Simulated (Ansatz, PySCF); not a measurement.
Noncovalent pair: C2H2 (SMILES C#C) (first 4 atoms) with H4OSi (SMILES O[SiH3]); geometry from B3LYP-D3(BJ)/def2-TZVP, rigid monomers moved along the line of their centres of mass till C1···H7 is 2.71 Å.
(charge 0, multiplicity 1):
```xyz
10

C      0.1352     0.8027     0.5367
C      0.2253    -0.3889     0.4559
H      0.0585     1.8612     0.6060
H      0.3089    -1.4465     0.3811
O     -1.1262    -0.1069     3.8209
Si     0.1653    -0.0534     4.8440
H     -0.9368    -0.0347     2.8774
H      1.1204    -1.1618     4.5886
H     -0.3825    -0.1784     6.2101
H      0.9138     1.2239     4.7239
```

Counterpoise-corrected where a basis set is named; no monomer relaxation. Rows marked so take none.

Rows in STO-3G carry no dispersion term and start afresh at each structure.

Run with Ansatz (an electronic-structure program); PySCF for STO-3G rows, the dispersion terms. Values without a source in brackets are computed.

Q: One of these levels gives -3.55 kcal/mol for the interaction energy. Which one is it?
A. HF/STO-3G (no counterpoise)
B. PBE-D4/def2-TZVPPD
C. PBE0/def2-TZVPPD

A: B, PBE-D4/def2-TZVPPD. The others give -0.91 (HF/STO-3G (no counterpoise)), -2.62 (PBE0/def2-TZVPPD)
